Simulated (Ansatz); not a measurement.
C₂H₉BOSi, SMILES `BO[SiH](C)C` at its PBE0-D4/def2-TZVP geometry, where that method's forces vanish. The species carries charge 0 and has multiplicity 1.

```xyz
14

B    -0.1563   -0.6417   -2.3026
O    -0.4354    0.3090   -1.3984
Si    0.1077    0.6608    0.1390
C     1.3748   -0.5763    0.7102
C    -1.3808    0.7031    1.2504
H    -0.7427   -0.6191   -3.3499
H     0.6606   -1.4950   -2.0637
H     0.7208    2.0129    0.0491
H     1.7351   -0.3016    1.7057
H     2.2355   -0.6081    0.0386
H     0.9544   -1.5833    0.7695
H    -1.8450   -0.2840    1.3223
H    -1.1007    1.0196    2.2587
H    -2.1280    1.4037    0.8710
```

Task: What forces (eV/Å) does r2SCAN-D4/def2-TZVPP give on these atoms in Ansatz? (An estimate is asked.)

Result: The calculation gave: 
```
B1   0.030 -0.138 -0.150
O2  -0.049  0.101  0.065
Si3  0.023  0.030  0.049
C4  -0.005  0.022  0.001
C5   0.021  0.011 -0.006
H6   0.012  0.002  0.026
H7  -0.013  0.019  0.003
H8  -0.011 -0.021  0.001
H9   0.002 -0.019 -0.017
H10 -0.012 -0.013  0.022
H11  0.017  0.013  0.000
H12  0.000  0.020  0.005
H13 -0.022 -0.011 -0.017
H14  0.005 -0.017  0.019
```
